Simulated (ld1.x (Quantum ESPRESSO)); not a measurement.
# LDA (PZ) ultrasoft dataset for Mo (Z = 42), scalar-relativistic all-electron reference.

ld1.x (Quantum ESPRESSO) 7.5 was run on this input:

```
&input
   title='Mo', zed=42., rel=1, dft='PZ', iswitch=3,
   config='[Kr] 4d5 5s0.75 5p0.25',
   nld=3, rlderiv=2.85, eminld=-7.0, emaxld=5.0, deld=0.02
 /
 &inputp
   pseudotype=3, tm=.true., lloc=-2, rcloc=1.90,
   nlcc=.true., new_core_ps=.true.,
   which_augfun='PSQ', rmatch_augfun_nc=.true.,
   file_pseudopw='Mo.UPF', file_wfcaegen='ae.wfc', file_wfcncgen='nc.wfc', file_beta='beta', file_chi='chi', file_wfcusgen='us.wfc'
 /
6
4S  1  0   2.00   0.00  1.45  1.55  0.0
5S  2  0   0.75   0.00  1.45  1.55  0.0
4P  2  1   6.00   0.00  1.90  2.20  0.0
5P  3  1   0.25   0.00  1.90  2.20  0.0
4D  3  2   5.00   0.00  2.10  2.60  0.0
4D  3  2   0.00   1.85  2.10  2.60  0.0
 &test
   configts(1)='4s2 4p6 4d5 5s0.75 5p0.25'
 /
```

Command:

```bash
ld1.x < Mo.in > Mo.out
```

Resulting log (shortened: banner, matrices, multipoles, cross overlaps and the repeated all-electron block are left out):

```
Program LD1 v.7.5
     --------------------------- All-electron run ----------------------------

     Mo
     scalar relativistic calculation

     atomic number is 42.00
     dft =PZ   lsd =0 sic =0 latt =0  beta=0.20 tr2=1.0E-14
     Exchange-correlation= PZ
                           (   1   1   0   0   0   0   0)
     mesh =1229 r(mesh) = 100.71859 a.u. xmin = -7.00 dx = 0.01250
     1 Ry =  13.60569312 eV, c = 137.03599908

     n l     nl                  e(Ry)          e(Ha)          e(eV)
     1 0     1S 1( 2.00)     -1454.9470      -727.4735    -19795.5623
     2 0     2S 1( 2.00)      -205.5625      -102.7812     -2796.8199
     2 1     2P 1( 6.00)      -183.9110       -91.9555     -2502.2372
     3 0     3S 1( 2.00)       -34.9692       -17.4846      -475.7802
     3 1     3P 1( 6.00)       -27.8745       -13.9372      -379.2514
     4 0     4S 1( 2.00)        -4.7612        -2.3806       -64.7790
     4 1     4P 1( 6.00)        -2.8625        -1.4313       -38.9468
     3 2     3D 1(10.00)       -16.2921        -8.1461      -221.6654
     4 2     4D 1( 5.00)        -0.3139        -0.1569        -4.2705
     5 0     5S 1( 0.75)        -0.3364        -0.1682        -4.5774
     5 1     5P 1( 0.25)        -0.1016        -0.0508        -1.3822

     final scf error:  9.5E-15 reached in  33 iterations

     Etot =   -8088.777317 Ry,   -4044.388658 Ha, -110053.421913 eV

     Ekin =    8337.793236 Ry,    4168.896618 Ha,  113441.456093 eV
     Encl =  -19501.446302 Ry,   -9750.723151 Ha, -265330.693845 eV
     Eh   =    3313.259967 Ry,    1656.629983 Ha,   45079.198345 eV
     Exc  =    -238.384217 Ry,    -119.192109 Ha,   -3243.382505 eV

     normalization and overlap integrals

     s(1S/1S) =  1.000000  <r> =   0.0352  <r2> =    0.0017  r(max) =   0.0229
     s(2S/2S) =  1.000000  <r> =   0.1539  <r2> =    0.0279  r(max) =   0.1303
     s(2P/2P) =  1.000000  <r> =   0.1340  <r2> =    0.0219  r(max) =   0.1041
     s(3S/3S) =  1.000000  <r> =   0.4297  <r2> =    0.2116  r(max) =   0.3819
     s(3P/3P) =  1.000000  <r> =   0.4312  <r2> =    0.2165  r(max) =   0.3771
     s(4S/4S) =  1.000000  <r> =   1.1061  <r2> =    1.3891  r(max) =   0.9874
     s(4P/4P) =  1.000000  <r> =   1.2369  <r2> =    1.7592  r(max) =   1.0643
     s(3D/3D) =  1.000000  <r> =   0.4156  <r2> =    0.2078  r(max) =   0.3206
     s(4D/4D) =  1.000000  <r> =   1.9911  <r2> =    5.0079  r(max) =   1.3838
     s(5S/5S) =  1.000000  <r> =   3.5296  <r2> =   14.3409  r(max) =   2.8931
     s(5P/5P) =  1.000000  <r> =   5.1511  <r2> =   31.3248  r(max) =   4.0041

     ------------------------ End of All-electron run ------------------------

     --------------------- Generating US pseudopotential ---------------------

      Generating local potential from pseudized AE potential:
      Matching radius rcloc =   1.9000
      Enforcing V''(0)=0 (lloc=-2)

      Local pseudo, rcloc= 1.891 Estimated cut-off energy=     8.99 Ry

      Computing core charge for nlcc:

       r > 0.72 : true rho core
      Core charge pseudized with two Bessel functions
      Integrated core pseudo-charge :  15.72
      Wfc-us  4S rcutus= 1.549  Estimated cut-off energy=    21.99 Ry
      Wfc-us  5S rcutus= 1.549  Estimated cut-off energy=    41.66 Ry
      Wfc-us  4P rcutus= 2.198  Estimated cut-off energy=    17.95 Ry
      Wfc-us  5P rcutus= 2.198  Estimated cut-off energy=    33.69 Ry
      Wfc-us  4D rcutus= 2.618  Estimated cut-off energy=    17.01 Ry
      Wfc-us  4D rcutus= 2.618  Estimated cut-off energy=    14.91 Ry

     Q pseudized with Bessel functions
     Expected ecutrho=     168.5015 due to l1=  0   l2=  2

     ------------------- End of pseudopotential generation -------------------

     Computing logarithmic derivative in   2.83942
     Computing logarithmic derivative in   2.83942
     Computing the partial wave expansion
     R is outside the sphere for l=    0 j= 0.00
     R is outside the sphere for l=    0 j= 0.00
     R is outside the sphere for l=    1 j= 0.00
     R is outside the sphere for l=    1 j= 0.00
     R is outside the sphere for l=    2 j= 0.00
     R is outside the sphere for l=    2 j= 0.00

     ---------------------- Testing the pseudopotential ----------------------

     Mo
     scalar relativistic calculation

     atomic number is 42.00   valence charge is 14.00
     dft =PZ   lsd =0 sic =0 latt =0  beta=0.20 tr2=1.0E-14
     mesh =1229 r(mesh) = 100.71859 xmin = -7.00 dx = 0.01250

     n l     nl             e AE (Ry)        e PS (Ry)    De AE-PS (Ry)
     1 0     4S   1( 2.00)       -4.76117       -4.76115       -0.00002
     2 1     4P   1( 6.00)       -2.86254       -2.86252       -0.00002
     3 2     4D   1( 5.00)       -0.31388       -0.31387       -0.00001
     2 0     5S   1( 0.75)       -0.33643       -0.33643       -0.00000
     3 1     5P   1( 0.25)       -0.10159       -0.10159       -0.00000

     eps = 2.6E-17  iter =  6

     Etot =   -8088.777317 Ry,   -4044.388658 Ha, -110053.421913 eV
     Etotps =  -196.694637 Ry,     -98.347318 Ha,   -2676.166866 eV

     Ekin =      29.173394 Ry,      14.586697 Ha,     396.924243 eV
     Encl =    -254.503810 Ry,    -127.251905 Ha,   -3462.700732 eV
     Ehrt =     113.036870 Ry,      56.518435 Ha,    1537.944966 eV
     Ecxc =     -78.044620 Ry,     -39.022310 Ha,   -1061.851149 eV
     (Ecc =     -58.809977 Ry,     -29.404988 Ha,    -800.150499 eV)
     Epseu=      -6.356471 Ry,      -3.178236 Ha,     -86.484195 eV

     ---------------------- End of pseudopotential test ----------------------
```

Generation and configuration tests took about 2.6 s on one core of a shared server CPU.
